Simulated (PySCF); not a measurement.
CH5BrOSi (SMILES CO[SiH2]Br), singlet, at a GFN2-xTB geometry; PySCF with PBE0/6-31G, polarisability.

Input for PySCF:
```python
from pyscf import gto, scf, dft
from pyscf.prop import polarizability

mol = gto.Mole()
mol.atom = '''
    Si    0.42383800   -0.16178384    1.07892321
    Br    0.64606370    0.21487099   -1.09128836
    O    -1.08734728   -0.61952024    1.37701087
    C    -2.31378265   -0.05306807    1.02413197
    H     1.16486580   -1.34875523    1.43180951
    H     0.79769034    1.10256778    1.69368406
    H    -2.49543228    0.85730642    1.59987985
    H    -3.09389354   -0.78142171    1.24555787
    H    -2.33771751    0.18936199   -0.04164272
'''
mol.basis = '6-31g'
mol.verbose = 4
mol.build()

mf = dft.RKS(mol)
mf.xc = 'pbe0'
mf.kernel()
alpha = mf.Polarizability().polarizability()[2, 2]
print('alpha_zz =', alpha)
```

Problem. Write the output that PySCF gives for this input, abridged.

Solution. 
```
site-packages/pyscf/prop/efg/rhf.py:45: UserWarning: Module EFG is under testing
  warnings.warn('Module EFG is under testing')
site-packages/pyscf/prop/efg/dhf.py:30: UserWarning: Module EFG is under testing
  warnings.warn('Module EFG is under testing')
site-packages/pyscf/prop/zfs/uhf.py:40: UserWarning: Module ZFS is under testing
  warnings.warn('Module ZFS is under testing')
site-packages/pyscf/prop/gtensor/uhf.py:43: UserWarning: Module g-tensor is under testing
  warnings.warn('Module g-tensor is under testing')
site-packages/pyscf/prop/gtensor/uks.py:41: UserWarning: Module g-tensor is under testing
  warnings.warn('Module g-tensor is under testing')
site-packages/pyscf/prop/hfc/uks.py:35: UserWarning: Module HFC is under testing
  warnings.warn('Module HFC is under testing')
site-packages/pyscf/prop/magnetizability/rhf.py:39: UserWarning: Module magnetizability is under testing
  warnings.warn('Module magnetizability is under testing')
site-packages/pyscf/prop/magnetizability/uhf.py:37: UserWarning: Module magnetizability is under testing
  warnings.warn('Module magnetizability is under testing')
site-packages/pyscf/prop/magnetizability/rks.py:37: UserWarning: Module magnetizability is under testing
  warnings.warn('Module magnetizability is under testing')
site-packages/pyscf/prop/magnetizability/uks.py:39: UserWarning: Module magnetizability is under testing
  warnings.warn('Module magnetizability is under testing')
site-packages/pyscf/prop/polarizability/uhf.py:34: UserWarning: Module polarizability is under testing
  warnings.warn('Module polarizability is under testing')
site-packages/pyscf/prop/polarizability/rks.py:29: UserWarning: Module polarizability is under testing
  warnings.warn('Module polarizability is under testing')
site-packages/pyscf/prop/polarizability/uks.py:29: UserWarning: Module polarizability is under testing
  warnings.warn('Module polarizability is under testing')
PySCF version 2.14.0

[INPUT] verbose = 4
[INPUT] num. atoms = 9
[INPUT] num. electrons = 68
[INPUT] charge = 0
[INPUT] spin (= nelec alpha-beta = 2S) = 0
[INPUT] symmetry False subgroup None
[INPUT] Mole.unit = angstrom
[INPUT] Symbol           X                Y                Z      unit          X                Y                Z       unit  Magmom
[INPUT]  1 Si     0.423838000000  -0.161783840000   1.078923210000 AA    0.800937741183  -0.305727148980   2.038869376337 Bohr   0.0
[INPUT]  2 Br     0.646063700000   0.214870990000  -1.091288360000 AA    1.220883452023   0.406047323214  -2.062236123326 Bohr   0.0
[INPUT]  3 O     -1.087347280000  -0.619520240000   1.377010870000 AA   -2.054788561491  -1.170723582225   2.602173414849 Bohr   0.0
[INPUT]  4 C     -2.313782650000  -0.053068070000   1.024131970000 AA   -4.372415520270  -0.100284118259   1.935328938711 Bohr   0.0
[INPUT]  5 H      1.164865800000  -1.348755230000   1.431809510000 AA    2.201277333872  -2.548777993775   2.705727836448 Bohr   0.0
[INPUT]  6 H      0.797690340000   1.102567780000   1.693684060000 AA    1.507416274811   2.083551137970   3.200599014941 Bohr   0.0
[INPUT]  7 H     -2.495432280000   0.857306420000   1.599879850000 AA   -4.715683571599   1.620074338631   3.023334748710 Bohr   0.0
[INPUT]  8 H     -3.093893540000  -0.781421710000   1.245557870000 AA   -5.846611449161  -1.476673019689   2.353763246597 Bohr   0.0
[INPUT]  9 H     -2.337717510000   0.189361990000  -0.041642720000 AA   -4.417645850500   0.357842299503  -0.078693335882 Bohr   0.0

nuclear repulsion = 332.281492101726
number of shells = 38
number of NR pGTOs = 200
number of NR cGTOs = 68
basis = 6-31g
ecp = {}

******** <class 'pyscf.dft.rks.RKS'> ********
method = RKS
initial guess = minao
damping factor = 0
level_shift factor = 0
DIIS = <class 'pyscf.scf.diis.CDIIS'>
diis_start_cycle = 1
diis_space = 8
diis_damp = 0
SCF conv_tol = 1e-09
SCF conv_tol_grad = None
SCF max_cycles = 50
direct_scf = True
direct_scf_tol = 1e-13
XC library pyscf.dft.libxc version 7.1.2
    S. Lehtola, C. Steigemann, M. J. T. Oliveira, and M. A. L. Marques,  SoftwareX 7, 1–5 (2018)
XC functionals = pbe0
    C. Adamo and V. Barone,  J. Chem. Phys. 110, 6158 (1999)
    M. Ernzerhof and G. E. Scuseria,  J. Chem. Phys. 110, 5029 (1999)
radial grids:
    Treutler-Ahlrichs [JCP 102, 346 (1995); DOI:10.1063/1.469408] (M4) radial grids

becke partition: Becke, JCP 88, 2547 (1988); DOI:10.1063/1.454033
pruning grids: <function nwchem_prune>
grids dens level: 3
symmetrized grids: False
atomic radii adjust function: <function treutler_atomic_radii_adjust>
small_rho_cutoff = 0
Set gradient conv threshold to 3.16228e-05
Initial guess from minao.
tot grids = 116848
init E= -2978.33381810118
  HOMO = -0.330562446536165  LUMO = -0.0202143599423774  gap/eV = 8.44500
cycle= 1 E= -2978.9121210631  delta_E= -0.578  |g|= 0.656  |ddm|=  2.7
  HOMO = -0.191466928449749  LUMO = 0.00760682392481904  gap/eV = 5.41707
cycle= 2 E= -2978.76876168195  delta_E= 0.143  |g|= 1.08  |ddm|= 1.81
  HOMO = -0.291465972503248  LUMO = 0.0051629458965472  gap/eV = 8.07168
cycle= 3 E= -2978.99963233018  delta_E= -0.231  |g|= 0.112  |ddm|= 1.22
  HOMO = -0.303721739035264  LUMO = 0.00830786392390914  gap/eV = 8.49076
cycle= 4 E= -2979.00259798808  delta_E= -0.00297  |g|= 0.0265  |ddm|= 0.202
  HOMO = -0.302532429945816  LUMO = 0.00849275496935054  gap/eV = 8.46343
cycle= 5 E= -2979.00274390109  delta_E= -0.000146  |g|= 0.00287  |ddm|= 0.0369
  HOMO = -0.302648329787749  LUMO = 0.00819327187600249  gap/eV = 8.45843
cycle= 6 E= -2979.00274642432  delta_E= -2.52e-06  |g|= 0.000541  |ddm|= 0.00573
  HOMO = -0.302619280979449  LUMO = 0.00829907475854652  gap/eV = 8.46052
cycle= 7 E= -2979.00274652946  delta_E= -1.05e-07  |g|= 0.000129  |ddm|= 0.00109
  HOMO = -0.302619626224476  LUMO = 0.00829578121998242  gap/eV = 8.46044
cycle= 8 E= -2979.00274653336  delta_E= -3.9e-09  |g|= 5.25e-05  |ddm|= 0.000178
  HOMO = -0.302621554508077  LUMO = 0.00829137614513664  gap/eV = 8.46037
cycle= 9 E= -2979.00274653412  delta_E= -7.63e-10  |g|= 6.6e-06  |ddm|= 6.44e-05
  HOMO = -0.3026219426094  LUMO = 0.0082916844192038  gap/eV = 8.46039
Extra cycle  E= -2979.00274653415  delta_E= -2.64e-11  |g|= 9.37e-06  |ddm|= 2e-05
converged SCF energy = -2979.00274653415
Isotropic polarizability 45.8178288842
Polarizability anisotropy 16.0858105037
alpha_zz = 55.619007859087176
```
